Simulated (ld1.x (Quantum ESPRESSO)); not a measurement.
# Before and after: TM potential for P (Z = 15)

phosphorus, norm-conserving Troullier–Martins (Kleinman–Bylander form), made with ld1.x (Quantum ESPRESSO) 7.5 (PBE, non-relativistic). Core [Ne], reference 3s2 3p3. Waves: 3p (bound): rc 1.70 bohr; 3s (bound): rc 1.40 bohr. Local part: the s channel. Core correction: none.

Change: local potential all-electron potential smoothed inside 1.70 bohr (lloc = -1).

Cutoffs: the cutoffs (Ry, on a coarse ladder) from which the occupation-weighted sum of valence levels, in a spherical-Bessel basis at the reference potential, stays within 10 and 1 mRy of its value at 400 Ry; they do not see the model core or the augmentation charge, which bear on the density cutoff. Errors are all-electron minus pseudo energies relative to the spin-unpolarised reference configuration.

Q: Predict the effect on cutoff, ghosts and configuration errors.

A: The potential gets softer (30 Ry and 50 Ry → 21 Ry and 50 Ry); of the 7 tests that both files solve, the error grows in 3 and shrinks in 0 by more than 15 % and 0.3 meV (median size 2.5 → 2.7 meV); the range in which the s phases agree narrows (upper end 4.5 → 2.8); neither file shows a bound ghost.

| quantity | base | changed |
| --- | --- | --- |
| cutoff, loose | 30 Ry | 21 Ry |
| cutoff, tight | 50 Ry | 50 Ry |
| bound ghosts | none | none |
| error for 3s2 3p2, meV [ΔE 9.74 eV] | +2.0 | +2.7 |
| error for 3s2 3p1, meV [ΔE 28.90 eV] | +14 | +20 |
| error for 3s2 3p0, meV [ΔE 58.65 eV] | +55 | +76 |
| error for 3s1 3p3, meV [ΔE 18.77 eV] | +6.5 | +7.1 |
| error for 3s1 3p4, meV [ΔE 8.45 eV] | +1.3 | +1.4 |
| error for 3s0 3p5, meV [ΔE 17.02 eV] | +2.5 | +2.6 |
| error for 3s2 3p3.3, meV [ΔE -1.31 eV] | +0.1 | +0.1 |
| s: phases at 1.84 bohr within 0.05 rad from the reference energy up to (Ry; the scan ends near 5) | 4.5 | 2.8 |
| p: phases at 1.84 bohr within 0.05 rad from the reference energy up to (Ry; the scan ends near 5) | 5.0 | 4.7 |
